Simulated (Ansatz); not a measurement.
`[AlH2][BH]O[SiH3]` + CH₄ → `C[BH][AlH2]` + `O[SiH3]` at 700 K and 1 bar (formal exchange of groups at a B–O bond).

Isolated molecules relaxed with PBE0-D4/def2-TZVP in Ansatz; ΔE leaves out vibrations. CBS: MP2 limit from def2 TZ/QZ plus the TZ coupled-cluster correction, frozen cores. This one scheme is used for every species. One conformer a species, not always the lowest.

```tsv
species	CCSD(T)/CBS energy (Eh)	H − E (kJ/mol)	S (J/(mol·K))
`[AlH2][BH]O[SiH3]`	-634.69802	225.8	479.6
CH₄	-40.46206	145.9	224.0
`C[BH][AlH2]`	-308.41859	225.4	408.5
`O[SiH3]`	-366.69042	144.6	321.6
```

H − E and S are ideal-gas, rigid-rotor, harmonic terms from PBE0-D4/def2-TZVP, for one conformer and one mirror image of each species. 1 Eh = 2625.50 kJ/mol, R = 8.31446 J/(mol·K).

Problem. By hand: ΔE, ΔH, ΔS and ΔG.

Solution. ΔE = (-308.41859) + (-366.69042) − (-634.69802) − (-40.46206) = 0.05107 Eh = 134.1 kJ/mol. Δ(H − E) = 225.4 + 144.6 − 225.8 − 145.9 = -1.7, so ΔH = 132.4 kJ/mol. ΔS = 408.5 + 321.6 − 479.6 − 224.0 = 26.5 J/(mol·K). ΔG = 132.4 − 700 × (26.5)/1000 = 113.9 kJ/mol.

Problem. By hand: the equilibrium constant, and the temperature at which ΔG would vanish if ΔH and ΔS stayed fixed.

Solution. log₁₀ K = −ΔG/(RT ln 10) = -8.5. ΔG = 0 at ΔH/ΔS = 4996 K, far beyond where these terms or the molecules hold.

ΔH outweighs TΔS. A doubt of 5 kJ/mol in ΔE shifts log₁₀ K by 0.4 here. Other conformers and mirror images would add mixing entropy, several J/(mol·K) or more a flexible species. These are equilibria of isolated gas molecules and say nothing of rates. Largest T1 diagnostic: 0.013 (customary marks: 0.02 for closed shells, 0.045 for open ones).
